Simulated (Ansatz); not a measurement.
Consider the redistribution: `[CH3][Sc]([NH2])[NH2]` + `[NH2][Mo](=[O])(=[O])[F]` → `[NH2][Sc]([NH2])[F]` + `[CH3][Mo]([NH2])(=[O])=[O]`.

Gas-phase electronic energies from Ansatz, PBE0-D4/def2-TZVP geometries. CBS: MP2 limit from def2 TZ/QZ plus the TZ coupled-cluster correction, frozen cores. Functionals use def2-TZVPP. B3LYP here is the variant with VWN-RPA as its local correlation; programs differ in this. def2 core potentials past Kr. For Mo, Sc outer-core shells are correlated without core-valence functions, which leaves a few kJ/mol of doubt a bond. Scalar relativity is left out up to krypton. One conformer a species, not always the lowest.

`[CH3][Sc]([NH2])[NH2]`:

Cartesian coordinates in Å:
```
C -0.460 -0.973 -1.604
Sc 0.067 0.139 0.228
N -1.206 1.472 0.966
N 1.807 -0.203 1.120
H 0.422 -1.309 -2.166
H -1.072 -0.380 -2.296
H -1.043 -1.877 -1.376
H -1.085 2.042 1.794
H -2.107 1.712 0.569
H 2.514 -0.858 0.805
H 2.163 0.236 1.960
```

`[NH2][Mo](=[O])(=[O])[F]`:

Cartesian coordinates in Å:
```
N -0.159 0.060 1.163
Mo 0.102 -0.016 -0.732
O -1.248 -0.735 -1.414
O 1.469 -0.934 -1.033
F 0.323 1.691 -1.415
H -1.069 0.028 1.599
H 0.582 -0.093 1.831
```

`[NH2][Sc]([NH2])[F]`:

Cartesian coordinates in Å:
```
N 0.678 1.597 0.093
Sc 0.527 -0.377 0.213
N -1.188 -1.232 -0.299
F 1.962 -1.404 0.793
H 1.489 2.159 0.320
H -0.049 2.233 -0.211
H -2.019 -0.753 -0.624
H -1.401 -2.222 -0.285
```

`[CH3][Mo]([NH2])(=[O])=[O]`:

Cartesian coordinates in Å:
```
C -0.694 1.188 0.726
Mo 0.024 -0.744 0.282
N 0.940 -0.638 -1.406
O 1.058 -1.151 1.542
O -1.333 -1.733 0.207
H -1.383 1.515 -0.057
H 0.143 1.886 0.796
H -1.223 1.165 1.682
H 0.523 -0.917 -2.283
H 1.944 -0.572 -1.490
```

CCSD(T)/CBS gives -1.33 eV.

**Question.** Another level gave -1.26 eV. Which?
A. CCSD/def2-TZVPP
B. PBE-D4/def2-TZVPP
C. B3LYP-D4/def2-TZVPP
D. SCS-MP2/def2-TZVPP

**Answer.** B. PBE-D4 -1.26, B3LYP-D4 -1.31, SCS-MP2/def2-TZVPP -1.36, CCSD/def2-TZVPP -1.40 eV.

Largest T1 diagnostic among the species: 0.025, so the coupled-cluster value is less sure than usual.

From BLYP to BHLYP (50 % exact exchange), in def2-TZVPP and without D4, ΔE moves by −0.09 eV. Leaving LDA and LC-ωPBE aside and taking each functional with its dispersion term where it has one, the values, not all of them listed here, spread over 0.15 eV, from BHLYP-D4 to B97M-V. LDA lies −0.04 eV from PBE without D4.
